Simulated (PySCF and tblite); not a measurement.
The numbers below are computed, except where a source is named.
System: C3H9NSi, numbered as in [CH3:1][C@@H:2]1[CH2:3][N:4]1[SiH3:5].

For the pyramidal inversion at N4: electronic barrier 2.25 kcal/mol, zero-point change -0.60 kcal/mol, thermal and entropy terms at 200 K a further 0.02 kcal/mol (symmetry numbers apart). The minimum is C1, the saddle C1. The path came from a restrained scan, a climbing-image band and a saddle search at GFN2-xTB; energies are PBE0/pcSseg-1 + D3(BJ)//PBE0-D3(BJ)/def2-SVP, thermal terms GFN2-xTB. Rates follow Eyring's equation with the number of equivalent paths and no tunnelling. Programs: tblite and PySCF.

(1) How many equivalent paths lead out of the minimum?

(2) Work out the rate at 200 K.

Results:

(1) 1: the symmetry number of the minimum is 1, that of the saddle displaced along its mode 1.

(2) ΔG‡ = 1.67 kcal/mol; k_B T/h = 4.2×10¹² s⁻¹; exp(−ΔG‡/RT) = 0.015; times 1 gives k = 6.3×10¹⁰ s⁻¹. Wigner's tunnelling factor for the 157i cm⁻¹ mode would be 1.05.
